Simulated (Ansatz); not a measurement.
`C=C[CH2][In]([F])[Cl]` → `C=[CH][In]([F])[Cl]` + `[CH2]` (triplet) at 600 K and 1 bar (formal loss of a carbene).

Calculated with Ansatz (gas phase, PBE0-D4/def2-TZVP geometries, no zero-point term in ΔE). CCSD(T)/CBS is the MP2 limit (def2-TZVPP, def2-QZVPP) plus CCSD(T) − MP2 in def2-TZVPP, frozen cores. This one scheme is used for every species. Triplets are unrestricted, without spin–orbit coupling. Elements past krypton have def2 core potentials. For In outer-core shells are correlated without core-valence functions, which leaves a few kJ/mol of doubt a bond. Each species was taken in one conformer, which may not be the lowest.

```tsv
species	CCSD(T)/CBS energy (Eh)	H − E (kJ/mol)	S (J/(mol·K))
`C=C[CH2][In]([F])[Cl]`	-866.61551	260.2	511.1
`C=[CH][In]([F])[Cl]`	-827.35046	173.9	455.3
`[CH2]` (triplet)	-39.09499	66.5	220.8
```

H − E and S are ideal-gas, rigid-rotor, harmonic terms from PBE0-D4/def2-TZVP, for one conformer and one mirror image of each species, with the whole ground term of open shells counted as degenerate. 1 Eh = 2625.50 kJ/mol, R = 8.31446 J/(mol·K).

Q: By hand: ΔE, ΔH, ΔS and ΔG.

A: ΔE = (-827.35046) + (-39.09499) − (-866.61551) = 0.17006 Eh = 446.5 kJ/mol. Δ(H − E) = 173.9 + 66.5 − 260.2 = -19.8, so ΔH = 426.7 kJ/mol. ΔS = 455.3 + 220.8 − 511.1 = 165.0 J/(mol·K). ΔG = 426.7 − 600 × (165.0)/1000 = 327.7 kJ/mol.

Q: By hand: the equilibrium constant, and the temperature at which ΔG would vanish if ΔH and ΔS stayed fixed.

A: log₁₀ K = −ΔG/(RT ln 10) = -28.5. ΔG = 0 at ΔH/ΔS = 2586 K, far beyond where these terms or the molecules hold.

The number of gas molecules changes by +1, which sets the sign of ΔS. A doubt of 5 kJ/mol in ΔE shifts log₁₀ K by 0.4 here. Other conformers and mirror images would add mixing entropy, several J/(mol·K) or more a flexible species. Modes under 60 cm⁻¹, often nearly free rotors, make the harmonic entropy too high. A triplet takes part, so the spin changes. These are equilibria of isolated gas molecules and say nothing of rates. Largest T1 diagnostic: 0.014 (customary marks: 0.02 for closed shells, 0.045 for open ones).
